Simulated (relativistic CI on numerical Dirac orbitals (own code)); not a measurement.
Slater and spin-orbit integrals, Sm IX

Method of calculation: Dirac-Coulomb-Breit CI, orbitals from a KLI potential per configuration, a model potential for QED, unscaled Slater integrals (own radial code, finite nucleus).

Slater integrals F^k, G^k are unscaled and averaged over j, outside the closed core [Kr] 4d10; ζ comes from projecting the Hamiltonian with its Breit term on Σ l·s of the shell.

- 4f⁴5s²5p²: F^2(4f,4f) = 124030, F^4(4f,4f) = 78559, F^6(4f,4f) = 56731, ζ(4f) = 1285.6, F^2(5p,5p) = 76514, F^2(4f,5p) = 60360, G^2(4f,5p) = 28032, G^4(4f,5p) = 22902, ζ(5p) = 27982 cm⁻¹; <r>(4f) = 0.7911, <r^2>(4f) = 0.7595, <r>(5p) = 1.404, <r^2>(5p) = 2.202 (bohr units).
- 4f³5s5p⁴: F^2(4f,4f) = 128880, F^4(4f,4f) = 81860, F^6(4f,4f) = 59185, ζ(4f) = 1421.5, G^3(4f,5s) = 30983, F^2(5p,5p) = 77445, F^2(4f,5p) = 60577, G^2(4f,5p) = 26895, G^4(4f,5p) = 22245, G^1(5s,5p) = 101080, ζ(5p) = 28858 cm⁻¹; <r>(4f) = 0.7665, <r^2>(4f) = 0.709, <r>(5s) = 1.261, <r^2>(5s) = 1.773, <r>(5p) = 1.386, <r^2>(5p) = 2.146 (bohr units).

Averages of the first 2 configurations, taken without configuration mixing, which lowers the lowest level and can move excited configurations by several eV; other configurations of the list can lie among them:

| Configuration | Parity | States | Average energy above the lowest level (eV) |
| --- | --- | --- | --- |
| 4f⁴5s²5p² | even | 15015 | 14.8 |
| 4f³5s5p⁴ | odd | 10920 | 37.4 |
